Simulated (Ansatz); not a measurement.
Geometry optimisation, RKS LDA/def2-SVP in Ansatz.

The input (input.yaml):

```yaml
crystal:
  periodic: [false, false, false]
  atoms:
    - { symbol: Cl, position_ang: [-1.2403, -2.9826, -0.9208] }
    - { symbol: C, position_ang: [-0.8733, -1.5478, 0.0886] }
    - { symbol: O, position_ang: [-1.6943, -0.4633, -0.2029] }
    - { symbol: Si, position_ang: [0.035, -0.1685, -0.8248] }
    - { symbol: Ge, position_ang: [0.9876, 1.4056, 0.4892] }
    - { symbol: H, position_ang: [-0.6712, -1.6471, 1.1732] }
    - { symbol: H, position_ang: [-0.142, 0.0186, -2.2688] }
    - { symbol: H, position_ang: [1.2363, 0.8497, 1.9218] }
    - { symbol: H, position_ang: [0.0875, 2.6874, 0.6327] }
    - { symbol: H, position_ang: [2.3579, 1.7966, -0.0853] }
basis:
  gaussian: { orbitals: def2-SVP }
hamiltonian:
  xc: lda
relax:
  f_tol: 0.015
  max_steps: 40
output:
  orbitals: {}
```

Launched with:

```bash
$ ansatz run input.yaml --threads 2 --pin off --max-ram 3072MiB --backend cpu --events-out ev --progress --plain --runs-dir out
```

Question: Where does it end, and by what steps?

Answer: It converged. After 12 steps the energy has fallen by 0.409 eV; H6 moved furthest, 0.41 Å.

```json
{"step": "0", "energy less start (eV)": "0.0000", "largest force component (eV/Å)": "2.208", "accepted": "yes"}
{"step": "1", "energy less start (eV)": "-0.2993", "largest force component (eV/Å)": "1.517", "accepted": "yes"}
{"step": "2", "energy less start (eV)": "-0.3908", "largest force component (eV/Å)": "0.365", "accepted": "yes"}
{"step": "3", "energy less start (eV)": "-0.4014", "largest force component (eV/Å)": "0.151", "accepted": "yes"}
{"step": "4", "energy less start (eV)": "-0.4041", "largest force component (eV/Å)": "0.154", "accepted": "yes"}
{"step": "5", "energy less start (eV)": "-0.4061", "largest force component (eV/Å)": "0.090", "accepted": "yes"}
{"step": "6", "energy less start (eV)": "-0.4080", "largest force component (eV/Å)": "0.067", "accepted": "yes"}
{"step": "7", "energy less start (eV)": "-0.4086", "largest force component (eV/Å)": "0.040", "accepted": "yes"}
{"step": "8", "energy less start (eV)": "-0.4089", "largest force component (eV/Å)": "0.036", "accepted": "yes"}
{"step": "9", "energy less start (eV)": "-0.4091", "largest force component (eV/Å)": "0.033", "accepted": "yes"}
{"step": "10", "energy less start (eV)": "-0.4091", "largest force component (eV/Å)": "0.022", "accepted": "yes"}
{"step": "11", "energy less start (eV)": "-0.4092", "largest force component (eV/Å)": "0.016", "accepted": "yes"}
{"step": "12", "energy less start (eV)": "-0.4092", "largest force component (eV/Å)": "0.006", "accepted": "yes"}
```

```xyz
10
Properties=species:S:1:pos:R:3
Cl -1.324 -2.974 -1.016
C -0.827 -1.631 0.025
O -1.658 -0.515 -0.007
Si -0.140 -0.091 -0.724
Ge 1.012 1.532 0.515
H -0.580 -2.023 1.034
H -0.188 -0.006 -2.222
H 1.059 1.066 1.984
H 0.281 2.889 0.435
H 2.448 1.701 -0.020
```

Time of the run: 14 s on 2 threads of Intel(R) Xeon(R) 6975P-C (Granite Rapids) (shared host), peak memory 0.19 GiB.
